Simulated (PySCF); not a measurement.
H2ReO: from structure and modes to constants

Method: UB3LYP/[Re def2-TZVP with ECP60, O def2-TZVP, H def2-TZVP], scalar-relativistic core potentials, density fitting, no spin–orbit coupling, PySCF.

The doublet minimum has C2v symmetry. Masses (u): Re 186.95575, O 15.99492, H 1.00782.

```xyz
4
charge 0 multiplicity 2, angstrom
Re    0.0000    0.0000   -0.1219
O     0.0000    0.0000    1.5381
H     1.4989    0.0000   -0.9004
H    -1.4989    0.0000   -0.9004
```

Harmonic wavenumbers (cm⁻¹): 532.7 (b2, ×1), 577.5 (b1, ×1), 860.7 (a1, ×1), 1089.9 (a1, ×1), 1998.2 (b2, ×1), 2022.1 (a1, ×1).

Q: What is the harmonic zero-point energy?

A: Half the sum of all 6 wavenumbers, 7081/2 = 3541 cm⁻¹, which is 42.4 kJ/mol (1 cm⁻¹ = 0.0119627 kJ/mol).

Q: Find the vibrational entropy and heat capacity at 298.15 K.

A: With u = 1.43878 ω/T, each mode gives S = R[u/(eᵘ−1) − ln(1−e⁻ᵘ)] and C = R u² eᵘ/(eᵘ−1)².
| ω (cm⁻¹) | u | S (J/(mol K)) | C (J/(mol K)) |
| --- | --- | --- | --- |
| 532.7 | 2.571 | 2.43 | 4.93 |
| 577.5 | 2.787 | 2.05 | 4.52 |
| 860.7 | 4.153 | 0.68 | 2.33 |
| 1089.9 | 5.259 | 0.27 | 1.21 |
| 1998.2 | 9.643 | 0.01 | 0.05 |
| 2022.1 | 9.758 | 0.01 | 0.05 |
The sums over all modes are S = 5.4 and C = 13.1 J/(mol K); the softest mode gives 45 % of the entropy.

Q: Give the standard entropy (298.15 K, 1 bar) by its translational, rotational, vibrational and spin parts, and Cp.

A: Sackur–Tetrode with M = 204.97 u gives 175.2; rotation with symmetry number 2 gives 80.6; vibration 5.4; spin R ln 2 = 5.8. The total is 267.0 J/(mol K), and Cp = 4 R + 13.1 = 46.3 J/(mol K).

This need not be the most stable arrangement of these atoms. Other spin states or occupations of the open shell can lie lower. No spin–orbit coupling is included, which matters more the heavier the element.
